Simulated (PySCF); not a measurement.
# Tb(IV) with more and more OH

Computed with PySCF 2.14.0, PBE0, def2-SVP on the ligands, density fitting, scalar-relativistic core potentials, no spin-orbit coupling, vacuum. The metal has lcecp-2-SVP with ECP53. Each complex is relaxed within the symmetry of its template. Distances are means of the shortest metal–ligand contacts, charges and spins Mulliken's; removal energies are rigid, with the ligand's formal charge and no counterpoise, so too large; for an anion taken off a cation in vacuum most of it is the attraction of opposite charges, and multiply charged cations can part far more cheaply with an electron moved from ligand to metal. lcecp potentials hold a fixed number of 4f electrons in the core, out of states, spins and gaps.

| complex | point group | M–OH (Å) | charge on M (e) | removal of one OH (eV) | strongest infrared band, degenerate modes summed (cm⁻¹) | unstable modes (below −25 cm⁻¹) |
| --- | --- | --- | --- | --- | --- | --- |
| [Tb(OH)2]2+ | C2v | 1.858 | 1.93 | 27.31 | – | 0 |
| Tb(OH)4 | Td | 1.987 | 1.32 | 11.91 | – | 0 |

**Question.** What does the calculation give for [Tb(OH)3]+?

**Answer.** point group: C3v, M–OH (Å): 1.924, charge on M (e): 1.54, removal of one OH (eV): 18.54, strongest infrared band, degenerate modes summed (cm⁻¹): 3901, unstable modes (below −25 cm⁻¹): 0.
```xyz
7

Tb    0.0000    0.0000   -0.6720
O     1.7999    0.0000    0.0073
H     2.5955    0.0000    0.5549
O    -0.9000    1.5588    0.0073
H    -1.2977    2.2478    0.5549
O    -0.9000   -1.5588    0.0073
H    -1.2978   -2.2478    0.5549
```

The more ligands, the longer each bond and the weaker the last ligand is held.

One start shape was tried for each, so a minimum needn't be the lowest isomer. Oxidation states forced by the potential, rare, strongly oxidising or of another configuration in reality: [Tb(OH)2]2+, [Tb(OH)3]+, Tb(OH)4.
